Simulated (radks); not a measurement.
The table gives one normalised radial function P(r) = r R(r) (large component) of Cl+ in [Ne] 3s2 3p4 (r in bohr). All-electron calculation, Dirac Kohn-Sham, PBEsol, spin-unpolarised, spherical densities, point nucleus; open shells are shared between the two j in proportion to 2j + 1. Program: a radial shooting solver on a logarithmic mesh with Libxc functionals.

r           P
0.004239   0.1538
0.005388   0.1913
0.00685    0.2366
0.008778   0.2925
0.01116    0.3558
0.01419    0.4277
0.01803    0.5060
0.02293    0.5865
0.02914    0.6613
0.03705    0.7178
0.0471     0.7385
0.06036    0.6979
0.07673    0.5729
0.09754    0.3423
0.124     -0.0005
0.1576    -0.4344
0.2004    -0.9006
0.2547    -1.3041
0.3238    -1.5382
0.415     -1.5249
0.5276    -1.2718
0.6707    -0.8799
0.8526    -0.4913
1.084     -0.2135
1.378     -0.0682
1.752     -0.0149
2.227     -0.0020
2.853     -0.0001
3.627     0.0000
4.611     0.0000
5.862     0.0000

Which n and l does it have? It may be an empty orbital.

Answer. n = 2, l = 0: the number of nodes gives n - l - 1 = 1, the rise at small r points to l (this Dirac orbital starts as r^gamma with gamma = sqrt((l + 1)^2 - (Z/c)^2) = 0.99; the j = 1/2 orbital of l + 1 starts with the same power, but with a smaller coefficient, and then steepens), and the extent must fit the shell. The curve is that of 2s1/2. 2s1/2: eigenvalue -264.97 eV, 1 radial node at r = 0.124 bohr, <r> = 0.445 bohr, 90 % of the charge inside 0.695 bohr.
